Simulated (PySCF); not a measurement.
Ce2S3 at several levels of theory

Computed with PySCF 2.14.0 (density fitting, no spin-orbit coupling) at the geometry relaxed with BP86:

```xyz
5
Ce2S3 (singlet in the valence; each metal's 4f electrons, 1 of them, lie in its core potential, out of spins and levels)
Ce    0.2677    0.6427    2.5059
Ce    0.2677    0.6427   -2.5059
S     0.6305    1.5136    0.0000
S    -0.6631   -1.5918    2.7109
S    -0.6631   -1.5918   -2.7109
```

```tsv
level	basis	state	HOMO (eV)	gap (eV)	charge on Ce1 (e)	population of f-type functions on Ce1 (polarisation alone where 4f lies in the core)	dipole about the centre of mass (D)	largest force component (eV/Å)
BP86	Ce lcecp-1-SVP with ECP47, S def2-SVP	singlet	-4.58	1.92	0.59	0.04	11.46	0.01
CAM-B3LYP	the same	singlet	-6.51	4.96	0.69	0.04	13.18	0.48
BP86	Ce lcecp-1-TZVP with ECP47, S def2-TZVP	singlet	-4.59	1.92	0.96	0.05	12.13	0.09
```

In the lcecp rows the 4f levels are missing from HOMO and gap, and the state counts the valence alone.

Charges are Mulliken's, which hang on the basis. The relaxation used the grid (50, 194), these runs (75, 302) or, all-electron (x2c bases, spin-free X2C Hamiltonian), (99, 590).

Task: A further run in the first row's basis gives HOMO (eV) -4.89, gap (eV) 2.56, charge on Ce1 (e) 0.74, population of f-type functions on Ce1 (polarisation alone where 4f lies in the core) 0.04, dipole about the centre of mass (D) 12.54, largest force component (eV/Å) 0.13. Which level was it?
A. B3LYP
B. wB97X
C. TPSSh

Result: C. The others give HOMO -7.47 eV (wB97X); -5.19 eV (B3LYP).

In the first row's basis the gap widens with exact exchange: 1.9 eV for BP86 (none); 2.6 to 2.8 eV for TPSSh, B3LYP (a fixed share); 5.0 to 6.9 eV for CAM-B3LYP, wB97X (rising or full at long range).

A frequency check found unstable modes (1, the lowest at -29 cm⁻¹), so the relaxed geometry is a saddle point, or these are noise. An lcecp potential fixes the number of 4f electrons, so in runs with it no electron can move into or out of that shell.
